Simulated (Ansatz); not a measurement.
CH$_{6}$NOSbSi, SMILES `[SiH3]O/C=[N]\[SbH2]`, relaxed with RKS PBE-D4/def2-SVP in Ansatz from a rough embedded geometry. The force threshold is 0.03 eV/Å; the program also tests the step.

Charge 0, multiplicity 1. Sb takes the def2 core potential.

Start:

```xyz
11

Si   -0.411    1.528    1.006
O    -0.137    0.185    0.041
C     0.979   -0.593    0.213
N     1.213   -1.727   -0.545
Sb   -0.161   -2.236   -2.068
H    -1.635    2.248    0.644
H    -0.476    1.152    2.446
H     0.760    2.495    0.869
H     1.712   -0.415    1.019
H    -0.273   -0.608   -2.651
H    -1.571   -2.027   -0.974
```

Question: How much energy does the relaxation release, and in how many steps? (An estimate is asked.)

Answer: The calculation gave: 52.51 kJ/mol, in 7 steps, 1 of them rejected.

Question: Which bonds change most? (An estimate is asked.)

Answer: Ansatz gave: C3–N4 from 1.384 to 1.268 Å; Sb5–H11 from 1.797 to 1.745 Å; Si1–O2 from 1.677 to 1.710 Å; Si1–H6 from 1.465 to 1.495 Å.

Question: Give the relaxed structure. (Estimate.)

Answer: Computed: 
```xyz
11

Si   -0.356    1.562    1.057
O    -0.079    0.177    0.093
C     0.994   -0.663    0.204
N     1.220   -1.692   -0.501
Sb   -0.160   -2.229   -2.027
H    -1.638    2.133    0.543
H    -0.483    1.173    2.503
H     0.772    2.542    0.896
H     1.716   -0.376    1.008
H    -0.373   -0.628   -2.689
H    -1.612   -1.999   -1.087
```
